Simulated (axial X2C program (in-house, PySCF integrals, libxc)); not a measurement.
## Bond lengths and stretching modes, held linear, of OSeO²⁺

Calculated with an in-house all-electron X2C program for linear molecules (integrals from PySCF): two-component X2C with atomic mean-field Coulomb and Gaunt terms, Gaussian nuclei, basis O dyall-av3z, Se dyall-v3z with contracted cores. Spin-free rows use the one-electron spin-free X2C Hamiltonian.

Masses O 15.995, Se 79.917, O 15.995 u. States: 2c Ω = 0 (all partner blocks equally filled); spin-free M_S = 0, Λ = 0 (closed shell).

PBE0, 2c: energies above the lowest point

```tsv
r(O–Se) (Å)	r(Se–O) (Å)	E (meV)
1.5210	1.5210	86.96
1.5210	1.5600	42.43
1.5210	1.5990	78.36
1.5600	1.5210	42.43
1.5600	1.5600	0.00
1.5600	1.5990	38.48
1.5600	1.6380	137.62
1.5990	1.5210	78.36
1.5990	1.5600	38.48
1.5990	1.5990	79.97
1.6380	1.5600	137.62
1.6380	1.6380	288.97
```

Question: Fit a quadratic surface with cubic terms in each bond: where is the minimum, and what are the two stretching wavenumbers?

Answer: At PBE0, 2c: bonds 1.559 and 1.559 Å; harmonic stretches 972.6 and 1109.1 cm⁻¹; force constants 8.6, 8.6 and coupling 0.32 mdyn/Å.

The other levels and Hamiltonians give:

```
Hamiltonian  level  r(O–Se) (Å)  r(Se–O) (Å)  lower stretch (cm⁻¹)  upper stretch (cm⁻¹)
         2c  TPSSh        1.575        1.575                 930.9                1078.8
  spin-free   PBE0        1.559        1.559                 973.6                1109.6
  spin-free  TPSSh        1.574        1.574                 931.7                1079.3
```

Each state is one determinant, the lowest of a limited PBE0 search; the stretches come from a fit to these few points and carry an uncertainty of a few per cent. Other orders of the atoms were not compared. Left out for rough or failed fits: HF 2c, MP2 2c, HF spin-free, MP2 spin-free. A multiply charged ion may be only metastable. The molecule was held linear; bending was not examined, so a bent shape may lie lower.
